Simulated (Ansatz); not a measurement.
C3H9InOS (`C[CH](C)[In]([OH])[SH]`), one more setting.

```yaml
crystal:
  periodic: [false, false, false]
  atoms:
    - {symbol: C, position_ang: [-1.177284, -1.028588, -0.850111]}
    - {symbol: C, position_ang: [0.206012, -0.674515, 0.022544]}
    - {symbol: C, position_ang: [1.476014, -0.734180, -0.753672]}
    - {symbol: In, position_ang: [-0.083105, 1.190165, 0.921096]}
    - {symbol: O, position_ang: [1.378673, 1.976857, 2.278456]}
    - {symbol: S, position_ang: [-1.850621, 2.745040, 0.977480]}
    - {symbol: H, position_ang: [-2.094210, -0.895177, -0.149872]}
    - {symbol: H, position_ang: [-1.342882, -0.178013, -1.598284]}
    - {symbol: H, position_ang: [-1.087488, -1.956570, -1.214893]}
    - {symbol: H, position_ang: [0.030361, -1.465384, 0.766806]}
    - {symbol: H, position_ang: [2.145603, -0.749283, -0.250915]}
    - {symbol: H, position_ang: [1.478151, -1.903901, -1.159555]}
    - {symbol: H, position_ang: [1.532289, -0.047678, -1.658232]}
    - {symbol: H, position_ang: [2.020529, 1.300559, 2.253854]}
    - {symbol: H, position_ang: [-2.532955, 2.182961, 0.081886]}
basis:
  gaussian: {orbitals: def2-TZVPP}
hamiltonian: {xc: {name: r2SCAN0}}
```

```sh
$ ansatz run in.yaml --threads 2 --pin off --events-out ev --progress --plain --max-ram 32768MiB --backend cuda --devices 0, --max-vram 18GiB
```

It prints (some lines left out):

```
Functional definition: r2SCAN0
2018 factors; their error is unknown
mean field evaluation 1: about -21295.7219 eV, gradient 8.6e1 eV
mean field evaluation 2: about -21253.7640 eV, gradient 1.5e2 eV
mean field evaluation 4: about -21311.1567 eV, gradient 8.9e0 eV
mean field evaluation 8: about -21311.3460 eV, gradient 8.1e-2 eV
mean field evaluation 16: about -21311.3920 eV, gradient 1.3e-4 eV
mean field -21311.39202668 eV, -783.1792116003 hartree, gradient 2.6e-5 eV, S^2 0.000000; 0 other end points of the search recorded, 0 dependent functions left out
reference -21311.39204235 eV, -783.1792121761 hartree; 36, 36 occupied and 306, 306 virtual orbitals, 2018 factors
Total energy: -21311.39204235 eV, -783.1792121761 hartree
```

It took 4.4 s on 2 threads of an AMD EPYC 7R13 on a shared host and a share of an NVIDIA H100 80 GB, with 0.9 GiB of host memory at the peak.
